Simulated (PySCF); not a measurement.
Polarisability and C₆ of Ta³⁺ (tantalum, charge +3)

[Xe] 4f14 5d2, high-spin 3F determinant. All numbers are calculated (PySCF 2.14, scalar relativity by spin-free X2C-1e, in x2c-TZVPPall with one added diffuse shell each of s, p, d, f type (12s8p8d4f1g, 113 functions)). Coupled (time-dependent) response in atomic units; α is the mean over directions.

```json
{"method": "BP86", "mean α (bohr³)": "7.701", "C₆ (like pair)": "36.33", "S(−4)": "26.60"}
```

S(−4) is the Cauchy moment in α(ω) = α(0) + S(−4) ω² + …

Spin-orbit coupling is absent.

α(iu) at BP86:

```json
{"u (hartree)": "0", "α(iu) (bohr³)": "7.701"}
{"u (hartree)": "0.0500", "α(iu) (bohr³)": "7.636"}
{"u (hartree)": "0.100", "α(iu) (bohr³)": "7.452"}
{"u (hartree)": "0.200", "α(iu) (bohr³)": "6.859"}
{"u (hartree)": "0.300", "α(iu) (bohr³)": "6.181"}
{"u (hartree)": "0.500", "α(iu) (bohr³)": "5.015"}
{"u (hartree)": "0.750", "α(iu) (bohr³)": "3.977"}
{"u (hartree)": "1.00", "α(iu) (bohr³)": "3.237"}
{"u (hartree)": "1.50", "α(iu) (bohr³)": "2.252"}
{"u (hartree)": "2.00", "α(iu) (bohr³)": "1.638"}
{"u (hartree)": "3.00", "α(iu) (bohr³)": "0.9544"}
{"u (hartree)": "5.00", "α(iu) (bohr³)": "0.4243"}
```

A single London oscillator, α(iu) = α/(1 + u²/ω²), gives C₆ = (3/4) ω α². Matching the computed C₆ needs ω = 4 × 36.33 / (3 × 7.701²) = 0.817 hartree.

For an ion, C₆ is the dispersion term alone; charge-induced terms of lower order in 1/R come first.

Spin-orbit coupling, absent here, splits the open shell strongly.
